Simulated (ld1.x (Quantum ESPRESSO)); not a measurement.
# Transferability test, TM potential for N (Z = 7)

```
Element                 : N
Generator               : ld1.x (Quantum ESPRESSO) 7.5
Type                    : norm-conserving Troullier–Martins (Kleinman–Bylander form)
Functional              : PBE
Relativity              : non-relativistic
Frozen core             : [He]
Valence charge          : 5
Reference configuration : 2s1.5 2p3.5
Partial waves           : 2s (bound): rc 1.15 bohr; 2p (bound): rc 2.45 bohr; 3d channel at 0.3 Ry: rc 2.15 bohr
Local potential         : the d channel
Core correction         : none
```

Energies are relative to the spin-unpolarised reference configuration 2s1.5 2p3.5; without spin polarisation the order of configurations can differ from experiment.

Task: Give the all-electron excitation energy and the error of the potential for: 2s2 2p3; 2s2 2p2; 2s2 2p1; 2s1 2p4; 2s2 2p2.5; 2s1 2p3; 2s2 2p0.

Result:

```csv
valence configuration,charge,ΔE all-electron (eV),error AE − PS (meV)
2s2 2p3,0,-5.735,-3.9
2s2 2p2,+1,7.862,+206
2s2 2p1,+2,36.721,+1159
2s1 2p4,0,5.742,-3.3
2s2 2p2.5,+0.5,-0.639,+54
2s1 2p3,+1,19.609,-44
2s2 2p0,+3,83.805,+3859
```
